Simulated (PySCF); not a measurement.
Geometry:
| atom | x (Å) | y (Å) | z (Å) |
| --- | --- | --- | --- |
| C1 | -1.364 | 1.656 | 0.046 |
| C2 | -1.010 | 0.179 | -0.104 |
| C3 | -2.101 | -0.718 | 0.472 |
| C4 | 0.363 | -0.121 | 0.498 |
| P5 | 1.725 | 0.599 | -0.556 |
| C6 | 3.235 | -0.088 | 0.266 |
| O7 | 1.748 | 2.105 | -0.363 |
| O8 | 1.594 | -0.042 | -1.923 |
| H9 | -1.552 | 1.900 | 1.108 |
| H10 | -2.273 | 1.916 | -0.523 |
| H11 | -0.515 | 2.272 | -0.293 |
| H12 | -0.910 | -0.041 | -1.183 |
| H13 | -3.084 | -0.511 | 0.012 |
| H14 | -2.206 | -0.560 | 1.560 |
| H15 | -1.873 | -1.785 | 0.313 |
| H16 | 0.431 | 0.269 | 1.531 |
| H17 | 0.522 | -1.213 | 0.539 |
| H18 | 3.263 | -1.187 | 0.203 |
| H19 | 3.294 | 0.230 | 1.319 |
| H20 | 4.108 | 0.319 | -0.269 |

Total charge -1.

Geometry: PBE0-D3(BJ)/def2-SVP; GIAO shifts from PySCF, gas phase, non-relativistic, averaged over equivalent atoms.

At PBE0/pcSseg-1 (203 basis functions, 39 s wall time on 1 thread of an Arm Neoverse V1, shared host):
| atoms | δ (ppm) |
| --- | --- |
| C4 | 45.9 |
| C3 | 30.2 |
| C2 | 24.9 |
| C1 | 24.7 |
| C6 | 22.3 |
| P5 | -1.2 |
| O7 | 170.2 |
| O8 | 160.0 |
| H12 | 2.40 |
| H9/H10/H11 | 1.35 |
| H17 | 0.65 |
| H13/H14/H15 | 0.62 |
| H18/H19/H20 | 0.52 |
| H16 | 0.43 |

δ = σ(ref) − σ, references computed at the same level: 13C (σ = 184.41 ppm), 1H (σ = 31.27 ppm) against TMS; 31P (σ = 310.13 ppm) vs H3PO4; H2O for 17O (σ = 334.56 ppm).

Question: Predict the values at KT3/pcSseg-1 on the same geometry.

Answer: 
```csv
atoms,δ at KT3/pcSseg-1,change
C4,44.1,-1.8
C3,29.8,-0.4
C2,28.1,+3.2
C1,24.4,-0.3
C6,20.9,-1.4
P5,-3.8,-2.6
O7,166.8,-3.4
O8,157.8,-2.2
H12,2.49,+0.09
H9/H10/H11,1.35,+0.00
H17,0.83,+0.18
H13/H14/H15,0.62,+0.00
H18/H19/H20,0.53,+0.01
H16,0.53,+0.10
```

Shifts are taken against calculated references (same method and geometry level): 13C (σref 182.31) and 1H (σref 31.32) against TMS; 31P (σref 332.35) against H3PO4; 17O (σref 329.03) vs H2O.

The largest change is at O7 (P=O oxygen). Cost: 203 basis functions, 51 s wall time on 1 thread of an Arm Neoverse V1, shared host. The order of the carbon signals is the same at both levels.

Experimental scales use liquid or dissolved standards, which lie at an offset from isolated H2O (liquid H2O: subtract about 36 ppm) and H3PO4.
